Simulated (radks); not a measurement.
A nucleus of charge 51.25 with 50 electrons, 50 electrons, occupied as [Kr] 4d10 5s2 5p2. Calculated with a radial shooting solver on a logarithmic mesh with Libxc functionals: scalar-relativistic Kohn-Sham, BLYP, spin-polarised, spherical densities, finite nucleus; open shells are filled with parallel spins first (spin-orbit coupling, left out, can overturn this in heavy ions); Fermi nuclear charge, rms radius 4.7423 fm.

Unscreened Slater integrals over Kohn-Sham orbitals (hartree). They are taken over the spin-up orbitals.

| integral | value |
|---|---|
| F0(5p,5p) | 0.35192 |
| F2(5p,5p) | 0.18941 |
| F0(5p,5s) | 0.38301 |
| G1(5p,5s) | 0.25081 |
| F0(5p,4d) | 0.44223 |
| F2(5p,4d) | 0.11812 |
| G1(5p,4d) | 0.039385 |
| G3(5p,4d) | 0.035178 |
| F0(5p,4p) | 0.44987 |
| F2(5p,4p) | 0.096820 |
| G0(5p,4p) | 0.018305 |
| G2(5p,4p) | 0.023291 |
| F0(5s,5s) | 0.42695 |
| F0(5s,4d) | 0.52284 |
| G2(5s,4d) | 0.068570 |
| F0(5s,4p) | 0.53504 |
| G1(5s,4p) | 0.035281 |
| F0(4d,4d) | 0.89105 |
| F2(4d,4d) | 0.44778 |
| F4(4d,4d) | 0.29541 |
| F0(4d,4p) | 0.96694 |
| F2(4d,4p) | 0.48690 |
| G1(4d,4p) | 0.61857 |
| G3(4d,4p) | 0.38136 |
| F0(4p,4p) | 1.0651 |
| F2(4p,4p) | 0.55848 |

Derived for the open shells (J is the average intra-shell exchange parameter used in DFT+U). 5p: J = F2/5 = 0.03788 hartree.
